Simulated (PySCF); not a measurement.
A GIAO shielding run with PySCF (density fitting, non-relativistic, gas phase) on `OCC1CCCC1`, C6H12O:

```
{"job": {"kind": "nmr", "xc": "PBE0", "basis": "aug-cc-pVDZ", "pop": true}, "charge": 0, "multiplicity": 1}
O      2.508294    -1.094503    -0.282470
C      1.756623     0.071407    -0.485998
C      0.455481     0.092138     0.296937
C     -0.463941    -1.101964     0.021184
C     -1.836638    -0.598123     0.450011
C     -1.867462     0.829476    -0.099974
C     -0.415890     1.338767     0.018956
H      2.703683    -1.158304     0.658226
H      1.527849     0.107688    -1.564900
H      2.344013     0.985181    -0.258028
H      0.711393     0.079272     1.374259
H     -0.465301    -1.321528    -1.061670
H     -0.139865    -2.020507     0.531108
H     -2.668503    -1.220864     0.087032
H     -1.899552    -0.583741     1.551981
H     -2.590370     1.475901     0.419711
H     -2.171838     0.804931    -1.158818
H     -0.308633     2.081031     0.824119
H     -0.095736     1.843313    -0.907557
```

Hardware: 1 thread of an Arm Neoverse V1, shared host. The job also computes population analyses, field gradients.

Q: How large is the calculation?

A: 56 electrons, 269 basis functions and 814 auxiliary functions.

Q: How long does it take?

A: 56 s of wall time, with 14 SCF cycles and 4 response iterations. Times on a shared host scatter by some tens of per cent.

Q: And these other runs on the same molecule and hardware: GIAO shielding at PBE0/cc-pVDZ; GIAO shielding at PBE0/def2-SVP; GIAO shielding at PBE0/def2-TZVP; GIAO shielding at PBE0/pcSseg-0; GIAO shielding at BLYP/pcSseg-1; GIAO shielding at BP86/pcSseg-1?

A: PBE0/cc-pVDZ: 158 functions, 20 s; PBE0/def2-SVP: 158 functions, 23 s; PBE0/def2-TZVP: 289 functions, 58 s; PBE0/pcSseg-0: 87 functions, 9.1 s; BLYP/pcSseg-1: 179 functions, 36 s; BP86/pcSseg-1: 179 functions, 34 s.
